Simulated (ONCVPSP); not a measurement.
## u(r) = r·R(r): atom against pseudo-atom (He)

Columns: radius, all-electron u(r) and pseudo u(r) of the 1s shell (level -15.52 eV) of helium in the configuration 1s2; LDA (Perdew-Zunger), scalar-relativistic, ONCV scheme, ONCVPSP 4.0.1.

```
r (bohr)  all-electron  pseudo
   0.025        0.1117  0.0893
   0.050        0.2130  0.1784
   0.075        0.3039  0.2662
   0.100        0.3858  0.3506
   0.125        0.4591  0.4298
   0.150        0.5246  0.5025
   0.175        0.5831  0.5692
   0.200        0.6349  0.6302
   0.225        0.6807  0.6857
   0.250        0.7211  0.7345
   0.275        0.7564  0.7747
   0.300        0.7871  0.8058
   0.325        0.8137  0.8289
   0.350        0.8365  0.8463
   0.375        0.8556  0.8605
   0.400        0.8716  0.8734
   0.425        0.8848  0.8852
   0.450        0.8953  0.8953
   0.475        0.9033  0.9033
   0.500        0.9092  0.9092
   0.525        0.9131  0.9131
   0.550        0.9152  0.9151
   0.575        0.9156  0.9156
   0.600        0.9146  0.9146
   0.625        0.9122  0.9122
   0.650        0.9086  0.9086
```

(1) How many radial nodes do the two functions have?

(2) At about which radius was the pseudo-wave matched?

(3) Is the pseudo-wave norm-conserving?

## Answers

(1) The all-electron 1s function has n − l − 1 = 0; the pseudo-wave has 0.

(2) 0.50 bohr. The columns agree to 0.0005 from 0.42 bohr on; several derivatives are matched, so the curves merge somewhat inside the radius.

(3) Yes: the ONCV scheme keeps the norm inside the radius equal to the all-electron one, which fixes the energy derivative of the logarithmic derivative at the level.
